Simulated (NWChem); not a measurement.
**Correlation energy of Tl**

```
Tl
```
Charge 0, spin multiplicity 2.

Program: NWChem.

Basis set: def2-TZVP. Each correlation energy counts from its own Hartree-Fock reference.

Effective core potentials replace the inner electrons of Tl; spin-orbit coupling is left out. The correlated methods keep 4 core orbitals frozen. The stability of the SCF solutions was not checked. Open-shell Hartree-Fock references start from PBE0 orbitals. Coupled-cluster values serve here as a point of comparison, not as the truth.

Problem. One of these methods gave a correlation energy of -344.5 mHa. Which?
A) CCSD on UHF
B) UMP2
C) CCSD[T] on UHF
D) SCS-UMP2

Solution. B, UMP2. The others give -307.2 (SCS-UMP2), -321.4 (CCSD on UHF), -328.1 (CCSD[T] on UHF).
